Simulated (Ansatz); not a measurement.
zinc atom (Zn), singlet; B3LYP/6-31G* in Ansatz (a quantum-chemistry and plane-wave program).

The Ansatz input:
Ansatz 0.2 input:
```yaml
crystal:
  periodic: [false, false, false]
  atoms:
    - {symbol: Zn, position_ang: [0.00000000, 0.00000000, 0.00000000]}
basis:
  gaussian:
    orbitals: 6-31G*
hamiltonian:
  xc: b3lyp
```

It wrote (shortened):

```
Functional definition: B3LYP
255 factors; integrals over basis functions are off by at most 7.4e-5 eV
mean field evaluation 1: about -48411.4625 eV, gradient 7.9e0 eV
mean field evaluation 2: about -48411.4339 eV, gradient 9.9e0 eV
mean field evaluation 4: about -48411.5096 eV, gradient 1.2e-1 eV
mean field evaluation 8: about -48411.5097 eV, gradient 3.7e-5 eV
mean field -48411.50965331 eV, -1779.0901652594 hartree, gradient 3.7e-5 eV, S^2 0.000000; 0 other end points of the search recorded, 0 dependent functions left out
reference -48411.50979557 eV, -1779.0901704873 hartree; 15, 15 occupied and 21, 21 virtual orbitals, 255 factors
Total energy: -48411.50979557 eV, -1779.0901704873 hartree
```
